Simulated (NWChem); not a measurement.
# CH$_{7}$FSi$_{2}$; SMILES C(F)([SiH3])[SiH3]

Task: Give the equilibrium geometry at PBE0/def2-SVP (NWChem) as an XYZ file, with the point group.

Result: point group Cs; any orientation.
```
11

F     -1.6797    -0.1682     0.0000
C     -0.4161     0.4343     0.0000
Si     0.4702    -0.0536    -1.6126
Si     0.4702    -0.0536     1.6126
H     -0.5562     1.5326     0.0000
H     -0.3666     0.3440    -2.7823
H      1.7877     0.6504    -1.6717
H      0.6914    -1.5289    -1.6401
H     -0.3666     0.3440     2.7823
H      1.7877     0.6504     1.6717
H      0.6914    -1.5289     1.6401
```
